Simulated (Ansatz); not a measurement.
FGa (SMILES [F][Ga]), singlet, geometry from GFN2-xTB (such geometries of metal compounds can be far from the true shape). Base run: BLYP/def2-SV(P) run with Ansatz (a first-principles code).

Here is a job for Ansatz.
Ansatz 0.2 input:
```yaml
crystal:
  periodic: [false, false, false]
  atoms:
    - {symbol: Ga, position_ang: [-0.00000000, -0.00000000, -0.40479707]}
    - {symbol: F, position_ang: [0.00000000, 0.00000000, 1.39430103]}
basis:
  gaussian:
    orbitals: def2-SV_P_.json
hamiltonian:
  xc: blyp
```
The basis file holds def2-SV(P) in the JSON format of the Basis Set Exchange.

Each row names what was changed in the base input (with any setting that the change needs).

| change | ΔE vs base (mEh) |
|---|---|
| base | 0.000 |
| lower_state_search = full | 0.000 |
| point_charge = charge:1.0 position_ang:1.8336, 2.8583, 2.4116 | -8.960 |
| final_grid = 6, 12, 29 | 0.003 |
| final_grid = 4, 8, 17 | -0.202 |
| lower_state_search = light | 0.000 |
| lower_state_search = off | 0.000 |
| fitting.mean_field = cc-pVTZ-JKFIT | -0.091 |
| final_grid = 14, 28, 59 | 0.000 |
| point_charge = charge:0.5 position_ang:-2.4639, 2.8379, -0.5456 | 1.795 |
| point_charge = charge:-1.0 position_ang:-0.5516, -3.313, -1.4868 | -16.085 |
